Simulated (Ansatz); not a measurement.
Cost and result for the atomization energy of `CN(C)B(F)S` (13 atoms, 12 bonds).

Cartesian coordinates in Å:
```
C 0.822 0.863 -1.064
N 0.059 0.136 -0.076
C -0.658 0.978 0.847
B 0.032 -1.258 -0.038
F 0.733 -1.961 -0.941
S -0.936 -2.178 1.213
H 1.568 1.506 -0.583
H 1.337 0.171 -1.728
H 0.167 1.503 -1.667
H 0.031 1.626 1.401
H -1.213 0.379 1.569
H -1.371 1.620 0.318
H -0.574 -3.383 0.750
```

Total charge 0; spin multiplicity 1. Geometry: relaxed with PBE0-D4/def2-TZVP. It is one conformer, not always the lowest. Program: Ansatz. All runs use 2 threads of an AMD EPYC 7R13 on a shared host and a share of an NVIDIA H100 80 GB. Times are those of one run each, without the atoms' runs, and a repeat can differ threefold. Electronic energies, without spin–orbit coupling; frozen cores. CCSD(T)/CBS adds CCSD(T) − MP2 in def2-TZVPP to the MP2 limit, and its time is that of the two runs behind it. T1 = 0.012. B3LYP takes the VWN-RPA correlation (the form of Gaussian; ORCA's B3LYP/G).

CCSD(T)/CBS is a level of theory with its own doubt, some kJ/mol a heavy atom from the limit and from the frozen cores, so smaller differences don't rank the functionals.

| level | functions | wall time |
| --- | --- | --- |
| r2SCAN-D4/def2-TZVPP (with forces) | 295 | 5.5 s |
| PBE-D4/def2-TZVPP (with forces) | 295 | 6 s |
| PBE0-D4/def2-TZVPP | 295 | 6 s |
| B3LYP-D4/def2-TZVPP (with forces) | 295 | 6 s |
| ωB97X-V/def2-TZVPP | 295 | 6.5 s |
| B2PLYP/def2-TZVPP | 295 | 7 s |
| MP2/def2-QZVPP | 565 | 8.5 s |
| ωB97M-V/def2-TZVPP (with forces) | 295 | 9.5 s |
| CCSD(T)/def2-TZVPP | 295 | 11 s |
| CCSD(T)/CBS(def2) | – | 19 s |

What atomization energy does each give, and how far from CCSD(T)/CBS? (Estimate.)

Ansatz gave: 
| level | atomization (kcal/mol) | difference from CCSD(T)/CBS | per bond |
| --- | --- | --- | --- |
| r2SCAN-D4/def2-TZVPP (with forces) | 1224.0 | 7.1 | 0.6 |
| PBE-D4/def2-TZVPP (with forces) | 1249.0 | 32.1 | 2.7 |
| PBE0-D4/def2-TZVPP | 1226.9 | 10.0 | 0.8 |
| B3LYP-D4/def2-TZVPP (with forces) | 1222.1 | 5.2 | 0.4 |
| ωB97X-V/def2-TZVPP | 1223.7 | 6.8 | 0.6 |
| B2PLYP/def2-TZVPP | 1208.4 | -8.5 | -0.7 |
| MP2/def2-QZVPP | 1226.8 | 9.9 | 0.8 |
| ωB97M-V/def2-TZVPP (with forces) | 1226.1 | 9.2 | 0.8 |
| CCSD(T)/def2-TZVPP | 1186.7 | -30.2 | -2.5 |
| CCSD(T)/CBS(def2) | 1216.9 | 0.0 | 0.0 |

From PBE to PBE0 (25 % exact exchange), in def2-TZVPP and without D4, the atomization energy moves by −21.0 kcal/mol: exact exchange takes away binding that semilocal exchange gives to molecules. The D4 term adds +10.6 kcal/mol with B3LYP and +5.6 kcal/mol with PBE0; it sums over pairs of atoms, weighted by their polarisabilities, and B3LYP, whose exchange is more repulsive, gets the larger term. In def2-TZVPP, CCSD(T) changes the Hartree–Fock value by +290.2 kcal/mol (the triples alone add +17.9 kcal/mol) and MP2 by +312.5 kcal/mol; breaking electron pairs costs correlation energy, which Hartree–Fock lacks.
